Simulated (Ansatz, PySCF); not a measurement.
CH₁₀N₂Si₃, SMILES C1N[Si@@](N)([SiH3])[SiH2]1. Atoms are numbered in the order given.

```xyz
16

N      0.3834     1.5860     1.5582
Si     0.1702     0.3335     0.3929
Si     2.3186    -0.5459     0.0026
N     -1.0679    -0.8192     0.8223
C     -1.9758    -1.0508    -0.2996
Si    -1.3094     0.3555    -1.4376
H      1.2861     2.0098     1.7330
H     -0.3828     2.1886     1.8373
H      2.2401    -1.5859    -1.0713
H      2.8913    -1.1904     1.2294
H      3.2836     0.5107    -0.4471
H     -1.1227    -1.4348     1.6281
H     -3.0410    -0.9349    -0.0256
H     -1.8626    -2.0459    -0.7706
H     -2.2661     1.4988    -1.5837
H     -0.8910    -0.0837    -2.8060
```
Charge 0, spin multiplicity 1.

The structure is a stationary point at PBE0-D3(BJ)/def2-SVP. The structure was generated by enumeration; whether it is a known compound was not checked. The values are those of a single conformer.

Vertical ionisation energy (IE) and electron affinity (EA) in eV. Rows of orbital energies are one-electron estimates. Where ΔSCF, EOM or ADC give a negative EA the extra electron is unbound and the value depends on the basis.

```csv
level,IE,EA
"−ε(HOMO), −ε(LUMO), r2SCAN/def2-TZVP (PySCF)",…,…
"−ε(HOMO), −ε(LUMO), PBE/def2-TZVP (PySCF)",5.22,0.98
"ΔSCF, PBE0/def2-SVPD (Ansatz), final states of multiplicity 2 and 2",8.04,-1.17
"ΔSCF, PBE/def2-SVPD (Ansatz), final states of multiplicity 2 and 2",7.75,-0.97
```

### Question
Some entries are withheld; supply them. (Estimate from the structure and the level; the computed values follow.)

### Answer

- −ε(HOMO), −ε(LUMO), r2SCAN/def2-TZVP (PySCF), IE: 5.43
- −ε(HOMO), −ε(LUMO), r2SCAN/def2-TZVP (PySCF), EA: 0.74

### Question
What vertical singlet–triplet gap does ΔSCF give with PBE0/def2-SVPD (Ansatz, a program for electronic structure) and with PBE/def2-SVPD (Ansatz)? (The exact figures need the calculation; the answer reports its results.)

### Answer
4.59 and 4.19 eV (triplet above singlet where positive).
